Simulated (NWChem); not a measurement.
Everything below was run with NWChem. System: Se, charge 0, spin multiplicity 3. Its SCF solution wasn't tested for a lower state. Level: UMP2/def2-TZVP, 9 core orbitals frozen.

Input file:

```
start mol
memory heap 200 mb stack 900 mb global 1100 mb
geometry units angstroms nocenter noautoz
  Se     0.000000     0.000000     0.000000
  symmetry group D2h
end
basis spherical
  * library def2-tzvp
end
scf
  uhf
  nopen 2
  maxiter 100
  thresh 1e-7
  semidirect memsize 60000000 filesize 0
  # guess.movecs holds the orbitals of an unrestricted PBE0 run
  vectors input guess.movecs output mol.movecs
end
mp2
  freeze core 9
end
task mp2 energy
```

NWChem printed:

```
             Northwest Computational Chemistry Package (NWChem) 7.3.0
             --------------------------------------------------------

                                NWChem Input Module
                                -------------------

 Scaling coordinates for geometry "geometry" by  1.889725989
 (inverse scale =  0.529177249)

                             Geometry "geometry" -> ""
                             -------------------------

 Output coordinates in angstroms (scale by  1.889725989 to convert to a.u.)

  No.       Tag          Charge          X              Y              Z
 ---- ---------------- ---------- -------------- -------------- --------------
    1 Se                  34.0000     0.00000000     0.00000000     0.00000000

 Effective nuclear repulsion energy (a.u.)       0.0000000000

            Nuclear Dipole moment (a.u.)
            ----------------------------
        X                 Y               Z
 ---------------- ---------------- ----------------
     0.0000000000     0.0000000000     0.0000000000

      Symmetry information
      --------------------

 Group name             D2h
 Group number             26
 Group order               8
 No. of unique centers     1

      Symmetry unique atoms

     1


 Summary of "ao basis" -> "" (spherical)
 ------------------------------------------------------------------------------
       Tag                 Description            Shells   Functions and Types
 ---------------- ------------------------------  ------  ---------------------
 *                         def2-tzvp                  on all atoms

 Summary of "ao basis" -> "ao basis" (spherical)
 ------------------------------------------------------------------------------
       Tag                 Description            Shells   Functions and Types
 ---------------- ------------------------------  ------  ---------------------
 Se                        def2-tzvp                16       48   6s5p4d1f

                                 NWChem SCF Module
                                 -----------------

  ao basis        = "ao basis"
[...]
  AO/Fock/Back tols     =   1.0D-09  1.0D-09  1.0D-09

 GA uses MA = F    GA memory limited = T

 Available:
  local mem=  1.26D+08
 global mem=  1.44D+08
 local disk=  0.00D+00
  mp2_memr nvloc                    30
  nvloc new                    30
   1 passes of   9:        3145728                      18194                   1083573.
   1 passes of   9: M    126152323           G      144174592           F     123006595.

 Semi-direct pass number   1 of   1  for UHF alpha       at        1.1s
  vrange nnbf                  1176
  mp2_eaftype                    10  avail_ma_in_mb                  1099
 EAF : mp2_eaftype filesize          10     541787.
  mp2_eaf for mointskh                     10
Node 0 wrote      2.5 Mb in      0.0 s     Agg I/O rate:   628.3 Mb/s
 Done moints_semi at        3.0s
  mp2_eaftype                    10  avail_ma_in_mb                  1089
 EAF : mp2_eaftype filesize          10     541787.
  mp2_eaf for kh                    10
 Done maket at        3.0s
 Done multipass loop at        3.0s

 GA uses MA = F    GA memory limited = T

 Available:
  local mem=  1.26D+08
 global mem=  1.44D+08
 local disk=  0.00D+00
  mp2_memr nvloc                    32
  nvloc new                    32
   1 passes of   7:        3145728                      15895                    899647.
   1 passes of   7: M    126152323           G      144174592           F     123006595.

 Semi-direct pass number   1 of   1  for UHF beta        at        3.1s
  vrange nnbf                  1176
  mp2_eaftype                    10  avail_ma_in_mb                  1099
 EAF : mp2_eaftype filesize          10     449823.
  mp2_eaf for mointskh                     10
Node 0 wrote      2.1 Mb in      0.0 s     Agg I/O rate:   731.9 Mb/s
 Done moints_semi at        5.0s
  mp2_eaftype                    10  avail_ma_in_mb                  1089
 EAF : mp2_eaftype filesize          10     449823.
  mp2_eaf for kh                    10
 Done maket at        5.1s
 Done multipass loop at        5.1s

          -------------------------------------------
          SCF energy               -2399.827191074630
          Correlation energy          -0.213419411796
          Singlet pairs                0.000000000000
          Triplet pairs                0.000000000000
          Total MP2 energy         -2400.040610486426
          -------------------------------------------

          ---------------------------------------------------
                    Spin Component Scaled (SCS) MP2
          Same spin pairs                     -0.066526081916
          Same spin scaling factor             0.333333333333
          Opposite spin pairs                 -0.146893329880
          Opposite spin scaling fact.          1.200000000000
          SCS-MP2 correlation energy          -0.198447356495
          Total SCS-MP2 energy             -2400.025638431125
          ---------------------------------------------------

 -----------------------
 Performance information
 -----------------------

 Timer overhead =  1.94D-07 seconds/call

               Nr. of calls         CPU time (s)                 Wall time (s)                GFlops
             ---------------    -------------------     ------------------------------   -------------------
Name         Min   Avg   Max    Min     Avg     Max     Min     Avg     Max   Mx/calls   Min     Max     Sum
mp2: moin     2     2     2    3.9     3.9     3.9      3.9     3.9     3.9     2.0      0.0     0.0     0.0
mp2: make     2     2     2   4.04E-2 4.04E-2 4.04E-2  4.04E-2 4.04E-2 4.04E-2 2.02E-2   0.0     0.0     0.0
mp2: tota     1     1     1    4.1     4.1     4.1      4.1     4.1     4.1     4.1      0.0     0.0     0.0

 The average no. of pstat calls per process was 5.00D+00
 with a timing overhead of 9.72D-07s

 Task  times  cpu:        5.0s     wall:        5.0s

 Total times  cpu:        5.1s     wall:        5.1s
```
